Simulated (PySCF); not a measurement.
Gas-phase reaction: GeH4 + F2 = GeH3F + HF

Computed with PySCF (xtb for GFN2) and rigid-rotor harmonic-oscillator thermochemistry at 1 bar. † marks an energy on the PBE0/def2-TZVP geometry and frequencies; other levels use their own. MP2 and CCSD(T) freeze the core. All species are closed-shell singlets. Ge: all electrons, no relativistic terms. MP2 isn't extrapolated to the basis-set limit. CCSD(T) isn't extrapolated to the basis-set limit.

```tsv
level	ΔH°(298 K), kJ
CCSD(T)/def2-TZVPP†	-579
GFN2-xTB	-465
HF/def2-TZVP†	-625
M06-2X/def2-TZVP†	[?]
MP2/def2-TZVPP†	[?]
PBE/def2-TZVP†	[?]
PBE0/def2-QZVP†	-579
LDA/def2-TZVP†	[?]
ωB97M-V/def2-TZVP†	-571
ωB97X-V/def2-TZVP†	-567
```

### Question
Fill in the missing entries.

### Answer

- M06-2X/def2-TZVP†, ΔH°(298 K), kJ: -609
- MP2/def2-TZVPP†, ΔH°(298 K), kJ: -616
- PBE/def2-TZVP†, ΔH°(298 K), kJ: -539
- LDA/def2-TZVP†, ΔH°(298 K), kJ: -556
